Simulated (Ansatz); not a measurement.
Input file for Ansatz (a quantum-chemistry and plane-wave program): R-PBE/def2-TZVPPD on HF (SMILES F). Files ending in .json are basis or fitting sets from the Basis Set Exchange.

Ansatz 0.2 input:
```yaml
crystal:
  periodic: [false, false, false]
  atoms:
    - {symbol: F, position_ang: [-0.08209952, 0.19386140, -0.50397270]}
    - {symbol: H, position_ang: [-0.06940098, 0.09894462, 0.41765146]}
basis:
  gaussian:
    orbitals: def2-TZVPPD.json
hamiltonian:
  xc: {name: PBE}
scf: {lower_state_search: off}
```

The head of its log:

```
WARN ansatz: RAYON_NUM_THREADS=1 ignored (pool sized by the plan → 1); use --threads N
Functional definition: PBE
these checks for a lower state are left out or cut short: stability, starts, cluster_reference, orbital_swaps, neighbouring_geometries, increment
integrals: 0.00 GiB planned
256 factors; their error is unknown
mean field: 0.08 GiB planned
mean field evaluation 1: about -2730.2551 eV, gradient 3.5e1 eV
mean field evaluation 2: about -2724.0451 eV, gradient 7.5e1 eV
```

Q: Predict the final total energy.

A: -100.3967 hartree.
